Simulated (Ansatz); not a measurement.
Start from `O=C(O)O` and change one atom or group to get `BC(=O)O`.

Ansatz, PBE0-D4/def2-TZVP geometries, multiplicity 1. Each molecule was computed in one conformer, which needn't be the lowest.

```json
{"property": "zero-point energy (PBE0-D4/def2-TZVP) / kJ/mol", "`O=C(O)O`": "105.4"}
{"property": "HOMO–LUMO gap (PBE/def2-TZVPP) / eV", "`O=C(O)O`": "6.65"}
{"property": "LUMO energy (ωB97M-V/def2-TZVPP) / eV", "`O=C(O)O`": "2.08"}
{"property": "ideal-gas entropy at 298 K and 1 bar (rigid rotor, harmonic PBE0-D4/def2-TZVP) / J/(mol·K)", "`O=C(O)O`": "263"}
{"property": "size of the dipole moment (PBE/def2-TZVPP) / D", "`O=C(O)O`": "0.31"}
{"property": "HOMO–LUMO gap (ωB97M-V/def2-TZVPP) / eV", "`O=C(O)O`": "13.27"}
```

**Question.** Give the same properties after the change, and the shifts. (An estimate is asked.)

**Answer.** The calculation gave: 
```
                                                                                  property  `BC(=O)O`  shift
                                            zero-point energy (PBE0-D4/def2-TZVP) / kJ/mol      116.5   11.1
                                                       HOMO–LUMO gap (PBE/def2-TZVPP) / eV       3.84  -2.81
                                                     LUMO energy (ωB97M-V/def2-TZVPP) / eV      -0.02  -2.10
ideal-gas entropy at 298 K and 1 bar (rigid rotor, harmonic PBE0-D4/def2-TZVP) / J/(mol·K)        285     22
                                            size of the dipole moment (PBE/def2-TZVPP) / D       1.44   1.13
                                                   HOMO–LUMO gap (ωB97M-V/def2-TZVPP) / eV      10.63  -2.64
```

With PBE0 the HOMO rises by 0.44 eV and the LUMO falls by 2.61 eV, so the gap narrows by about 3.05 eV. PBE moves the HOMO by 0.10 eV and ωB97M-V by 0.54 eV. The zero-point energy changes by 11.1 kJ/mol with +3 modes. Dipoles are sizes alone; their direction can turn.
